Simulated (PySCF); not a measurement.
Radial density of O⁺ (oxygen, charge +1)

wB97M-V, [He] 2s1 2p3 3s1, high-spin 6S determinant (an excited configuration). All numbers are calculated (PySCF 2.14, the non-relativistic Hamiltonian (point nucleus), in dyall-av3z (15s9p3d2f, 71 functions)).

| r (bohr) | 4πr²ρ (e/bohr) | 4πr²(ρα − ρβ) |
| --- | --- | --- |
| 0.00267 | 0.02626 | 0.0009 |
| 0.00448 | 0.07220 | 0.0025 |
| 0.00754 | 0.1945 | 0.0067 |
| 0.0127 | 0.5073 | 0.0175 |
| 0.0213 | 1.251 | 0.0430 |
| 0.0359 | 2.810 | 0.0961 |
| 0.0604 | 5.405 | 0.1838 |
| 0.102 | 8.033 | 0.2768 |
| 0.171 | 7.890 | 0.3658 |
| 0.287 | 4.500 | 0.8692 |
| 0.483 | 3.201 | 2.6360 |
| 0.813 | 3.912 | 3.8982 |
| 1.37 | 1.851 | 1.8507 |
| 2.30 | 0.4650 | 0.4650 |
| 3.87 | 0.2781 | 0.2781 |
| 6.51 | 0.01972 | 0.0197 |

The outer electron is Rydberg-like, and this basis confines it to a smaller radius and binds it less than a complete one would.
